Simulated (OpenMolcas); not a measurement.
# OpenMolcas run: Xe²⁺

Input:

```
&GATEWAY
Coord
1

Xe 0.0 0.0 0.0
Basis=ANO-RCC-VQZP
Group=XYZ
NoMove
AngMom=0.0 0.0 0.0
AMFI
&SEWARD
&RASSCF
FileOrb=start.orb
Symmetry=1
Spin=3
nActEl=6 0 0
Inactive=14 9
Ras2=1 3
CIRoot=3 3 1
SDav=3
CIMx=300
Iter=120 100
PrWF=0.3
OrbListing=Nothing
MaxOrb=0
Atom
>>> COPY $Project.JobIph JOBPRE
&RASSCF
FileOrb=start.orb
Symmetry=1
Spin=3
nActEl=6 0 2
Inactive=14 9
Ras2=1 3
Ras3=5 0
CIRoot=3 3 1
SDav=333
CIMx=300
Iter=120 100
PrWF=0.3
OrbListing=Nothing
MaxOrb=0
Thrs=2.0e-7 1.0e-1 5.0e-4
Atom
>>> COPY $Project.JobIph JOB001
&RASSCF
FileOrb=start.orb
Symmetry=1
Spin=1
nActEl=6 0 2
Inactive=14 9
Ras2=1 3
Ras3=5 0
CIRoot=7 7 1
SDav=292
CIMx=300
Iter=120 100
PrWF=0.3
OrbListing=Nothing
MaxOrb=0
Thrs=2.0e-7 1.0e-1 5.0e-4
Atom
>>> COPY $Project.JobIph JOB002
&RASSCF
FileOrb=start.orb
Symmetry=2
Spin=3
nActEl=6 0 2
Inactive=14 9
Ras2=1 3
Ras3=5 0
CIRoot=3 3 1
SDav=378
CIMx=300
Iter=120 100
PrWF=0.3
OrbListing=Nothing
MaxOrb=0
Thrs=2.0e-7 1.0e-1 5.0e-4
Atom
>>> COPY $Project.JobIph JOB003
&RASSCF
FileOrb=start.orb
Symmetry=2
Spin=1
nActEl=6 0 2
Inactive=14 9
Ras2=1 3
Ras3=5 0
CIRoot=3 3 1
SDav=268
CIMx=300
Iter=120 100
PrWF=0.3
OrbListing=Nothing
MaxOrb=0
Thrs=2.0e-7 1.0e-1 5.0e-4
Atom
>>> COPY $Project.JobIph JOB004
&RASSI
NrOfJobIphs=4 3 7 3 3
1 2 3
1 2 3 4 5 6 7
1 2 3
1 2 3
IphNames
JOB001
JOB002
JOB003
JOB004
EJob
SpinOrbit
DIPRint=1.0
SOCoupling=1000.0
Subsets=2
MEES
Property=10
'ANGMOM' 1 'ANGMOM' 2 'ANGMOM' 3 'MLTPL  1' 1 'MLTPL  1' 2 'MLTPL  1' 3
'AMFI' 1 'AMFI' 2 'AMFI' 3 'MLTPL  2' 6
SOProperty=3
'ANGMOM' 1 'ANGMOM' 2 'ANGMOM' 3
```

A driver script runs the steps one by one and writes start.orb anew before each from the orbitals found so far.

Output, cut to the results:

```
--- SEWARD ---
Basis set label: XE.ANO-RCC...8S7P5D3F2G.

      Electronic valence basis set:
      ------------------
      Associated Effective Charge  54.000000 au
      Associated Actual Charge     54.000000 au
      Nuclear Model: Point charge

      Shell  nPrim  nBasis  Cartesian Spherical Contaminant
         s      22       8        X
         p      19       7        X
         d      13       5                 X
         f       5       3                 X
         g       3       2                 X
                  Relativistic Douglas-Kroll-Hess integrals:
                    - DKH order of Hamiltonian: 2
                    - DKH order of Properties : 0
                  Atomic mean-field integrals
--- RASSCF ---
Wave function specifications:
      -----------------------------

      Number of closed shell electrons          46
      Number of electrons in active shells       6
      Max number of holes in RAS1 space          0
      Max nr of electrons in RAS3 space          2
      Number of inactive orbitals               23
      Number of active orbitals                  9
      Number of secondary orbitals              61
      Spin quantum number                      1.0
      State symmetry                             1
Orbital specifications:
      -----------------------

      Symmetry species                           1   2
                                                ag  au
      Frozen orbitals                            0   0
      Inactive orbitals                         14   9
      Active orbitals                            6   3
      RAS1 orbitals                              0   0
      RAS2 orbitals                              1   3
      RAS3 orbitals                              5   0
      Secondary orbitals                        31  30
      Deleted orbitals                           0   0
      Number of basis functions                 51  42
      Number of CSFs                           333
      Number of root(s) required                 3
      Iter CI   SX   CI       RASSCF       Energy    max ROT     max BLB   max BLB  Level Ln srch  Step   QN
          iter iter root      energy       change     param      element    value   shift minimum  type update
 Nr of preliminary CI iterations:   1
      Total energies have been shifted. Add                -7000.00 au
        1   1    5    0  -440.37462139    0.00E+00   1.67E-05   13  18 1  4.88E-06   0.00   0.00    SX    NO
        2   1    4    0  -440.37462139   -1.28E-10   3.74E-06    9  22 1 -1.63E-06   0.00   0.00    SX    NO
        3   1    3    0  -440.37462139   -6.37E-12   8.85E-07   11  27 1 -8.01E-07   0.00   0.00    SX    NO
        4   1    2    0  -440.37462139   -9.09E-13   1.95E-07   11  27 1  4.48E-07   0.00   0.00    SX    NO
      Convergence after  4 iterations
        5   1    2    0  -440.37462139    0.00E+00   1.95E-07   11  27 1 -2.57E-07   0.00   0.00    SX    NO
      Natural orbitals and occupation numbers for root  1
      sym 1:   1.978732   0.012570   0.009075   0.011713   0.011713   0.009075
      sym 2:   0.997223   0.997223   1.972675
      Natural orbitals and occupation numbers for root  2
      sym 1:   1.978732   0.009075   0.012570   0.009075   0.011713   0.011713
      sym 2:   1.972675   0.997223   0.997223
      Natural orbitals and occupation numbers for root  3
      sym 1:   1.978732   0.012570   0.009075   0.011713   0.009075   0.011713
      sym 2:   0.997223   1.972675   0.997223
::    RASSCF root number  1 Total energy:  -7440.37462139
::    RASSCF root number  2 Total energy:  -7440.37462139
::    RASSCF root number  3 Total energy:  -7440.37462139
--- RASSCF ---
Wave function specifications:
      -----------------------------

      Number of closed shell electrons          46
      Number of electrons in active shells       6
      Max number of holes in RAS1 space          0
      Max nr of electrons in RAS3 space          2
      Number of inactive orbitals               23
      Number of active orbitals                  9
      Number of secondary orbitals              61
      Spin quantum number                      0.0
      State symmetry                             1
Orbital specifications:
      -----------------------

      Symmetry species                           1   2
                                                ag  au
      Frozen orbitals                            0   0
      Inactive orbitals                         14   9
...
--- RASSI ---
SPIN-FREE ENERGIES:
  (Shifted by EMIN (a.u.) =      -7440.3746213915)

 SF State       Relative EMIN(au)   Rel lowest level(eV)    D:o, cm**(-1)      L_eff

     1             0.0000000000        0.0000000000              0.0000         1.0
     2             0.0000000000        0.0000000000              0.0000         1.0
     3             0.0000000000        0.0000000000              0.0000         1.0
     4             0.0542825379        1.4771031062          11913.6400         2.0
     5             0.0542825379        1.4771031062          11913.6400         2.0
     6             0.0542825379        1.4771031062          11913.6400         2.0
     7             0.0542825379        1.4771031062          11913.6400         2.0
     8             0.0542825379        1.4771031062          11913.6400         2.0
     9             0.1209409959        3.2909721526          26543.4805         0.0
    11             0.4306210205       11.7177949131          94510.3897         1.0
    12             0.4306210205       11.7177949131          94510.3897         1.0
    13             0.4306210205       11.7177949131          94510.3897         1.0
    14             0.5397618347       14.6876677659         118464.0297         1.0
    15             0.5397618347       14.6876677659         118464.0297         1.0
    16             0.5397618347       14.6876677659         118464.0297         1.0
    10             0.9596561934       26.1135753427         210620.1893         0.0
     Dipole printing threshold changed to   1.00000000E+00

++ Dipole transition strengths (spin-free states):
   -----------------------------------------------
     for osc. strength at least  1.00000000E+00

  ( Max oscillator strength is only    2.6307271598602959E-002 )
--
Eigenvalues of complex Hamiltonian:
   -----------------------------------
  (Shifted by EMIN (a.u.) =      -7440.3746213915)

...
```

Levels above the lowest, from the spin-orbit matrix, grouped by J:

| Configuration | Term | J | E (eV) | Measured (eV) | g | Term weight % | Second |
| --- | --- | --- | --- | --- | --- | --- | --- |
| 5s² 5p⁴ | ³P | 2 | 0.0000 | 0.0000 | 1.461 | 92 | 8 ¹D |
| 5s² 5p⁴ | ³P | 0 | 0.9791 | 1.0080 |  | 85 | 15 ¹S |
| 5s² 5p⁴ | ³P | 1 | 1.0530 | 1.2143 | 1.501 | 100 |  |
| 5s² 5p⁴ | ¹D | 2 | 2.2761 | 2.1200 | 1.040 | 92 | 8 ³P |
| 5s² 5p⁴ | ¹S | 0 | 4.4160 | 4.4762 |  | 85 | 15 ³P |
| 5s 5p⁵ | ³P° | 2 | 11.9321 | 12.1830 | 1.501 | 100 |  |
| 5s 5p⁵ | ³P° | 1 | 12.6374 | 12.8408 | 1.483 | 96 | 4 5s² 5p³ 5d ¹P° |

Against the 6 measured excited levels shown (Saloman, J. Phys. Chem. Ref. Data 33, 765 (2004)) the mean absolute deviation is 1200 cm-1; the largest miss in energy is 5s 5p⁵ ³P°₂: computed 11.9321, measured 12.1830 eV (-2.1 %), and the largest in proportion 5s² 5p⁴ ³P₁ (-13.3 %).

The run also gave levels led by 5s 5p⁴ 5d, 5s² 5p³ 5d, which use shells meant for correlation; these and all levels above them are left out. Some terms mix strongly with configurations of 5d, whose occupation reaches 0.28 (5s 5p⁵ ³P°). Computed and measured levels are paired by configuration, term and J; levels that our copy of the source lacks, or whose pairing is in doubt (as where it misses far off the trend of its configuration), stay unpaired and out of the deviations. Only configurations of the active space appear. The first state left out of the spin-orbit step lies near 130000 cm-1 above the lowest spin-free state of the reference (among the parities and spins computed), and the list stops at four fifths of that energy or lower.

The term weight is that of the spin-free term in the level, not the purity of its configuration. ° marks odd parity.
